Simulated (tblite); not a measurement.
Compound: CH6NOSi (doublet state).
Atom-mapped SMILES: `[CH3:1][N:2]([O:3])[SiH3:4]` (hydrogens: H5, H6, H7 on C1; H8, H9, H10 on Si4)

Structure optimised with GFN2-xTB, isolated species. This method treats the open shell by occupation alone, without spin polarisation.

(1) List the bond lengths and angles at this level.

Answers

(1) 
| bond | length (bohr) | order |
| --- | --- | --- |
| C1–N2 | 2.716 | single |
| N2–O3 | 2.428 | single |
| N2–Si4 | 3.317 | single |
| C1–H5, C1–H6, C1–H7 | 2.061 | single |
| Si4–H8, Si4–H9, Si4–H10 | 2.760 | single |

Bonds in one row agree within 0.02 bohr and their mean is given. Orders are formal, as drawn. A selection of angles:
| angle | degrees |
| --- | --- |
| N2–C1–H5 | 109.7 |
| H5–C1–H6 | 110.4 |
| H5–C1–H7 | 107.8 |
| C1–N2–O3 | 117.5 |
| C1–N2–Si4 | 129.5 |
| O3–N2–Si4 | 112.9 |
| N2–Si4–H8 | 106.7 |
| N2–Si4–H9 | 103.8 |
| H8–Si4–H9 | 113.4 |
| H8–Si4–H10 | 111.9 |

The 4 heavy atoms lie in one plane (0.007 Å rms). N2 (nitrogen bonded to C, O and Si) is planar (angles 129.5°, 117.5° and 112.9°, sum 360.0°, 0.02 Å off the plane of its three neighbours). Si4 (silicon bonded to N and 3 H) is distorted tetrahedral (angles from 103.8° to 113.4°).

Point group: near Cs, missed by 0.32 Å at most; the miss may be what the optimiser left on a soft mode. Its GFN2-xTB frequencies are all real (lowest 47 cm⁻¹).

All values are computed, not measured.
